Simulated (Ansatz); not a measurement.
System: GaAsH4, charge 0, singlet. GaAsH4 (SMILES [GaH2][AsH2]).
B3LYP-D3(BJ)/def2-TZVP minimum from Ansatz (a first-principles code):
```
Ga
H 1 1.5722
H 1 1.5722 2 120.88
As 1 2.4333 2 119.45 3 174.65
H 4 1.5236 1 93.01 2 45.71
H 4 1.5236 5 93.68 1 -93.21
```

Hartree-Fock and MP2 correlation energies in hartree (Ansatz). Radicals and triplets start from unrestricted determinants; spin-orbit coupling is neglected. Correlated methods leave the cores frozen (noble-gas shells, and filled d and f shells in the p block). No relativity.

```csv
basis,X,E(HF),"E(corr, MP2)"
cc-pVTZ,3,-4159.85069,-0.22652
cc-pVQZ,4,-4159.85757,-0.24309
cc-pV5Z,5,-4159.85840,withheld
```

Fit E(corr) = E∞ + A/X³ to X = 3 and 4, predict X = 5, and compare with the run.

A = (-0.22652 - (-0.24309))/(1/27 - 1/64) = 0.7739; E∞ = -0.24309 - A/64 = -0.25518; at X = 5, E∞ + A/125 = -0.24899. The run gave -0.25017, 1.18 mEh below the prediction. The same form on X = 4 and 5 gives E∞ = -0.25760, 2.42 mEh below the first estimate.
